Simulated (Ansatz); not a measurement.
Relaxation of AlBrClFH2O (7 atoms, charge 0, multiplicity 1), to a largest force component of 0.03 eV/Å in at most 50 steps.

The calculation used Ansatz, RKS PBE-D4/def2-SVP.

```xyz
7
Properties=species:S:1:pos:R:3:forces:R:3
Al 0.213 0.577 -0.457 0.02 0.84 1.22
O 0.034 -0.122 2.408 0.11 0.68 -0.69
H -0.934 -0.222 2.500 0.00 -0.01 0.00
Cl 1.907 -0.366 -1.226 0.01 0.00 -0.01
F -1.319 -0.014 -0.757 0.00 0.01 0.00
Br 0.356 2.736 0.516 -0.07 -0.99 -0.50
H 0.161 0.857 2.517 -0.07 -0.52 -0.01
```

Problem. Where does it end, and by what steps?

Solution. It converged. After 10 steps the energy has fallen by 0.931 eV; H3 moved furthest, 0.54 Å. Joined: Al1–O2 (2.95 → 1.98 Å).

```tsv
step	energy less start (eV)	largest force component (eV/Å)	accepted
0	0.0000	1.216	yes
1	-0.2923	1.107	yes
2	-0.6244	1.154	yes
3	-0.7804	1.668	yes
4	-0.8943	0.570	yes
5	-0.9160	0.246	yes
6	-0.9257	0.151	yes
7	-0.9291	0.049	yes
8	-0.9304	0.068	yes
9	-0.9312	0.046	yes
10	-0.9314	0.019	yes
```

```xyz
7
Properties=species:S:1:pos:R:3
Al 0.189 0.583 -0.005
O 0.093 0.014 1.890
H -0.798 -0.385 2.003
Cl 1.810 -0.430 -0.894
F -1.363 0.010 -0.342
Br 0.380 2.826 0.406
H 0.106 0.828 2.442
```

Run time: 28 s on 2 threads of Arm Neoverse V2 (shared host), peak memory 0.18 GiB.
